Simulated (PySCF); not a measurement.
# Which functional comes closest?

Molecule: `C[Si](C)(C)[Si](Cl)(Cl)Cl`, C3H9Cl3Si2.

Mapped SMILES: `[CH3:1][Si:2]([CH3:3])([CH3:4])[Si:5]([Cl:6])([Cl:7])[Cl:8]` (H(Xn): hydrogen on atom n).

Geometry PBE0-D3(BJ)/def2-SVP throughout; GIAO in PySCF, gas phase, one conformer, non-relativistic; equivalent atoms averaged; basis pcSseg-1.

Reference values (measured; solution; U. Herzog, Habilitationsschrift, TU Bergakademie Freiberg, 2002/2003): δ(Si5) = 17.5 ppm vs TMS, δ(Si2) = -7.2 ppm vs TMS. Computed shifts are taken against TMS, calculated as an isolated molecule at each level.

Q: How do the functionals HF, LDA, OPBE, KT2, KT3, B97-D, PBE0, WP04, BHandHLYP, wB97X-D perform against the reference? Times are CPU seconds on shared hosts with different chips, so compare them loosely.

A: 
```csv
functional,kind,Si5,Si2,mean abs. error Si,core-s
HF,Hartree–Fock,40.4,-8.5,12.1,26
LDA,LDA,60.7,-3.0,23.7,40
OPBE,GGA,46.0,-8.9,15.1,51
KT2,GGA,49.8,-4.4,17.5,51
KT3,GGA,45.7,-6.1,14.7,55
B97-D,GGA,50.5,-4.1,18.1,53
PBE0,global hybrid,52.1,-6.9,17.4,58
WP04,global hybrid,53.2,-0.4,21.2,39
BHandHLYP,global hybrid,50.8,-6.1,17.2,40
wB97X-D,range-separated hybrid,54.4,-6.5,18.8,76
```

For $^{29}$Si the closest is HF (12.1 ppm) and the furthest LDA (23.7 ppm). One molecule is a small sample, and vibrational and solvent effects are absent from the calculation.
